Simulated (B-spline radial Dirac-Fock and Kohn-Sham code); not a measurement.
Z = 17 (chlorine), transition energy 12.7 keV. Method: a Dirac-Hartree-Slater potential of the neutral atom with a Latter tail (no hole, which puts coefficients of high multipoles low close above an edge), finite nucleus with surface currents. Computed with a radial finite-basis atomic code. Subshells that would emit electrons below 1 keV are left out.

Problem. A pure transition shows α(K) = 24900, L1/L2 = 0.556 and L1/L3 = 0.301. What is its multipolarity?
A. E3
B. M3
C. M2
D. M4
E. E2
F. E4
G. M1
H. E1

Solution. A. For comparison, α(K), L1/L2, L1/L3 are E1 8.06, 16.8, 8.77; E2 495, 2.67, 1.43; E4 1.22e+06, 0.165, 0.0897; M1 1.98, 22.4, 48.2; M2 142, 12.2, 6.85; M3 8370, 7.58, 1.76; M4 481000, 5.31, 0.805.
